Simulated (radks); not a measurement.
Problem. Valence configurations of Kr+ (all share [Ar]). All-electron calculation, Dirac Kohn-Sham, PBE, spin-unpolarised, spherical densities, point nucleus; open shells fill j = l - 1/2 first. Program: a radial shooting solver on a logarithmic mesh with Libxc functionals. Order these by energy: 3d9 4s2 4p6; 3d10 4s1 4p6; 3d10 4s2 4p5.

Solution. From the lowest, in eV above it: 3d10 4s2 4p5 0.000; 3d10 4s1 4p6 14.734; 3d9 4s2 4p6 79.243. NIST lists [Ar] 3d10 4s2 4p5 as the ground configuration; this level of theory agrees among the configurations tried. The energies are those of spherical spin-averaged densities, not of single terms.
